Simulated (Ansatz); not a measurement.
System: sum formula SiN2H4Cl, net charge 0, doublet state. It need not be the lowest isomer of its formula. 
Geometry from a B3LYP-D3(BJ)/def2-TZVP (Ansatz, a quantum-chemistry and plane-wave program) optimisation:
```
Si
N 1 1.7085
H 2 1.0070 1 121.16
H 2 1.0107 3 112.35 1 153.64
N 1 1.7172 2 105.89 3 -166.81
H 5 1.0083 1 119.99 2 -158.79
H 5 1.0091 6 111.98 1 147.65
Cl 1 2.1058 2 116.60 3 78.06
```
Charge 0, spin multiplicity 2.

Atomisation energy built up term by term with Ansatz (kcal/mol; UHF references for open shells; valence terms freeze the core; atomic spin-orbit terms are left out). Basis-set limits of correlation are two-point, X^-3; Hartree-Fock from the larger set.

```csv
term,basis,kcal/mol
Hartree-Fock,aug-cc-pV(Q+d)Z,435.50
CCSD correlation,"CBS(aug-cc-pV(T+d)Z,aug-cc-pV(Q+d)Z)",193.05
(T),"CBS(aug-cc-pV(T+d)Z,aug-cc-pV(Q+d)Z)",12.93
core correlation,cc-pwCVTZ,1.45
scalar relativity (X2C),cc-pVTZ-DK against cc-pVTZ,-1.45
sum: De,,641.5
```

(T) makes 2.0 % of the CCSD(T) atomisation energy; under 5 % is typical of single-reference molecules.
